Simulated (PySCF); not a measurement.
The PySCF input:
```python
from pyscf import gto, scf, dft

mol = gto.M(
    atom='''
Si   -0.255455    0.388379    0.504108
H    -0.602094    1.471446   -0.464436
N     0.414163   -0.686043   -0.649758
H     0.491473   -0.520457   -1.643751
H     0.787852   -1.585999   -0.401019
''',
    basis='cc-pvdz',
    charge=0,
    spin=0,
    verbose=4,
    max_memory=1800,
)

mf = dft.RKS(mol)
mf.xc = 'r2scan'
mf = mf.density_fit(auxbasis='def2-universal-jkfit')
mf.kernel()
```

Q: What does this run give for the Mulliken (on the basis functions themselves) charges in atom order, nuclear repulsion energy, total energy, HOMO-LUMO gap?

A: 
- Mulliken (on the basis functions themselves) charges in atom order: Si1 0.13, H2 -0.12, N3 -0.25, H4 0.12, H5 0.12
- nuclear repulsion energy: 50.9138 Eh
- total energy: -345.9613 Eh
- HOMO-LUMO gap: 3.23 eV
